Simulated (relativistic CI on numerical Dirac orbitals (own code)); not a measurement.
Hf XXXIV: q coefficients and field-shift factors

Computed by Dirac-Coulomb-Breit CI, separate exchange-only KLI orbitals for each configuration, derivatives by finite differences, unscaled Slater integrals, QED left out (own radial code, finite nucleus).

Configuration list (outside the closed core [Ar] 3d10): 4s2.4p6.4d3, 4s2.4p5.4d4, 4s2.4p6.4d2.4f, 4s2.4p6.4d.4f2, 4s.4p6.4d4, 4p6.4d5, 4s2.4p6.4d2.5s, 4s2.4p6.4d.4f.5s. Levels of other configurations are missing.

With x = (α/α₀)² − 1 an excitation energy changes as ω = ω₀ + qx; K = 2q/ω₀ is the relative enhancement. Terms are leading LS components, so labels can repeat. The field-shift factor is F = δν/δ⟨r²⟩ for the transition from the lowest level.

Lowest level 4s2.4p6.4d3 4F_3/2.

```tsv
Level	ω₀ (cm⁻¹)	q (cm⁻¹)	K	F (GHz/fm²)
4s2.4p6.4d3 4F_5/2	100865	123900	2.46	3.13
4s2.4p6.4d3 4P_3/2	120677	118500	1.96	2.74
4s2.4p6.4d3 2G_7/2	131877	130300	1.98	3.29
4s2.4p6.4d3 4P_1/2	135762	121900	1.8	2.62
4s2.4p6.4d3 2G_9/2	137095	123300	1.8	3.41
4s2.4p6.4d3 4P_5/2	196576	144100	1.47	3.3
4s2.4p6.4d3 4F_7/2	231779	242700	2.09	6.08
4s2.4p6.4d3 4F_9/2	245467	249400	2.03	6.57
4s2.4p6.4d3 4P_3/2	256351	247500	1.93	5.59
4s2.4p6.4d3 2P_1/2	265546	248500	1.87	5.86
4s2.4p6.4d3 2D_5/2	275551	233300	1.69	4.95
4s2.4p6.4d3 2H_11/2	278284	247600	1.78	6.89
4s2.4p6.4d3 2F_5/2	294438	254000	1.73	5.65
4s2.4p6.4d3 2F_7/2	302791	245000	1.62	5.84
4s2.4p6.4d3 2D_3/2	349913	271600	1.55	6.96
4s2.4p6.4d3 2G_9/2	372714	372100	2	9.31
4s2.4p6.4d3 2D_3/2	415992	353600	1.7	8.14
4s2.4p6.4d3 2D_5/2	444738	364400	1.64	9.14
4s2.4p5.4d4 4P°_3/2	1202340	60450	0.101	9.69
4s2.4p5.4d4 6D°_5/2	1274661	185800	0.292	12.6
4s2.4p5.4d4 6D°_7/2	1300021	203900	0.314	13.2
4s2.4p5.4d4 6D°_1/2	1303301	189000	0.29	11.3
4s2.4p5.4d4 4F°_9/2	1309440	193600	0.296	13.3
```

At this charge energies of transitions that change n are usually good to better than 1 %, and those within a shell (Δn = 0) to a few per cent. Terms inside the open d or f shell come out 10 to 20 % too wide with unscaled integrals.
